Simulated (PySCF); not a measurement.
A calculated (UHF, PySCF 2.14, aug-cc-pVDZ, no relativity, point nucleus) atom or ion has these occupied shells.

```csv
shell,electrons,orbital energy (eV),"rms radius, mean of both spins (bohr)"
1s α,1,-6003.8,0.0743
1s β,1,-6003.8,0.0743
2s α,1,-721.33,0.319
2s β,1,-718.60,0.319
2p α,3,-610.63,0.288
2p β,3,-607.89,0.288
3s α,1,-101.25,0.982
3s β,1,-91.824,0.982
3p α,3,-68.928,1.06
3p β,3,-57.297,1.06
3d α,5,-17.581,1.51
```

Problem. Name the element and its charge.

Solution. Cr⁺ (chromium, charge +1), in [Ar] 3d5, high-spin 6S determinant.
